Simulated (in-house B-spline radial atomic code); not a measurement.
# The bromine ion Br⁴⁺: [Ar] 3d10 4s2 4p1

Method: Dirac-Kohn-Sham HSE06, spherical fractional occupations, exact exchange averaged over the configuration, Fermi nucleus of rms radius 4.1629 fm. Calculated with a radial B-spline atomic code at the basis-set limit.

Z_r = [3n² - l(l+1)]/(2<r>); Z_e = n√(-2ε); the last column is Slater's effective charge. Values are occupation-weighted means over j. An effective charge above Z reflects the relativistic contraction of the inner shells.

```
shell  electrons   ε (eV)  <r> (bohr)    Z_r    Z_e  Slater
   1s          2   -13432     0.04274  35.10  31.42   34.70
   2s          2  -1810.4      0.1891  31.74  23.07   30.85
   2p          6  -1602.1      0.1653  30.25  21.70   30.85
   3s          2  -301.89      0.5497  24.56  14.13   23.75
   3p          6  -235.33      0.5625  22.22  12.48   23.75
   3d         10  -125.15      0.5845  17.96   9.10   13.85
   4s          2  -68.547        1.51  15.90   8.98    9.00
   4p          1  -53.766       1.692  13.59   7.95    9.00
```

The least bound orbital is 4p3/2 at -53.5 eV, and it is also the most diffuse (<r> = 1.7 bohr).

Spin-orbit splittings of the orbital energies (j = l + 1/2 above j = l - 1/2 when positive): 2p 47.63 eV, 3p 6.946 eV, 3d 1.112 eV, 4p 0.8083 eV.

For the 1s electron the small component carries 1.61 % of the norm, the zero-frequency Breit interaction raises the level by 21.56 eV, self-energy by 11.39 eV, and vacuum polarisation lowers it by 1.163 eV.

The density falls to 0.001 bohr⁻³ at 3.043 bohr; Σ<r²> = 15.797 bohr² gives, by the non-relativistic formula and without the paramagnetism of open shells, a Langevin diamagnetic susceptibility of -12.51×10⁻⁶ cm³/mol.
